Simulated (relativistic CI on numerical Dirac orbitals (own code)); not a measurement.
**Hyperfine structure of La XLVI, mass number 139**

Computed by Dirac-Coulomb-Breit CI, orbitals from a KLI potential per configuration, model QED (radiative potential, 1s self-energy scaled to tabulated hydrogen-like ionisation energies), unscaled Slater integrals (own radial code, finite nucleus).

Configurations in the expansion (outside the closed core [Ne]): 3s², 3s3p, 3p², 3s3d, 3d², 3p3d, 3p4s, 3d4s, 3s4s, 3s4p, 3s4d, 3s4f, 3s5s, 3s5p, 3s5d, 3s5f. Levels of other configurations are missing.

Nuclear spin I = 7/2, μ = 2.7791 μN, Q = 0.206 b (tables of Stone and Pyykkö). The electronic factors are computed for point nuclear moments, without core polarisation or the Bohr-Weisskopf and QED corrections.

```tsv
Level	E (10³ cm⁻¹)	A (GHz)	B (GHz)
3s3p ³P°1	834.8	977.6	-7.75
3s3p ³P°2	1630.0	438.1	35.8
3s3p ¹P°1	1858.4	-263.3	25.4
3p² ¹D2	2607.3	179.8	32.4
3p² ³P1	2615.4	-32.83	17.9
3s3d ³D1	2882.0	-338.1	3.15
3s3d ³D2	2928.1	320.6	4.44
3s3d ³D3	3077.9	269.2	8.23
```

Levels with J = 0, under 50 % of one LS term, or S terms without an open s electron are left out. Small factors come from cancelling terms and can be off by tens of per cent or more.

At this charge energies of transitions that change n are usually good to better than 1 %, and those within a shell (Δn = 0) to a few per cent.

Problem. Give the hyperfine levels of 3s3p ³P°1 relative to its centre of gravity.

Solution. With K = F(F + 1) − I(I + 1) − J(J + 1), E = AK/2 + B[¾K(K + 1) − I(I + 1)J(J + 1)]/[2I(2I − 1)J(2J − 1)]: F = 5/2: -4404, F = 7/2: -972.1, F = 9/2: 3420 GHz.

LS names give the leading component of a level, which can be under half, so a name can repeat, a term be missing and a line seem to break the LS rules.
